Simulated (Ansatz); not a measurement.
H4O2Sn, SMILES `[OH][SnH2][OH]` at its PBE0-D4/def2-TZVP geometry, where that method's forces vanish. Total charge 0; spin multiplicity 1. Sn: def2 effective core potential.

| atom | x (Å) | y (Å) | z (Å) |
| --- | --- | --- | --- |
| O1 | 0.4443 | -0.5574 | -1.5262 |
| Sn2 | 0.3367 | -0.2400 | 0.4070 |
| O3 | -1.1204 | 1.0390 | 0.7086 |
| H4 | -0.3594 | -0.9312 | -1.8948 |
| H5 | -0.1738 | -1.6282 | 1.2441 |
| H6 | 1.8511 | 0.4328 | 0.7838 |
| H7 | -0.9784 | 1.8849 | 0.2775 |

Question: For each bond, give half the difference of the two atoms' forces along it (eV/Å; positive pushes the atoms apart) under PBE-D4, r2SCAN-D4, B3LYP-D4, ωB97M-V in def2-TZVPP. (Estimate.)

Answer: Ansatz gave: 
```csv
bond,length (Å),PBE-D4,r2SCAN-D4,B3LYP-D4,ωB97M-V
O1–Sn2,1.962,0.33,0.11,0.25,0.05
O1–H4,0.960,0.38,0.04,-0.03,-0.06
Sn2–O3,1.962,0.33,0.11,0.25,0.05
Sn2–H5,1.700,0.00,-0.03,-0.06,-0.10
Sn2–H6,1.699,0.00,-0.03,-0.06,-0.10
O3–H7,0.960,0.39,0.04,-0.03,-0.05
```

B3LYP here is the variant with VWN-RPA as its local correlation; programs differ in this.
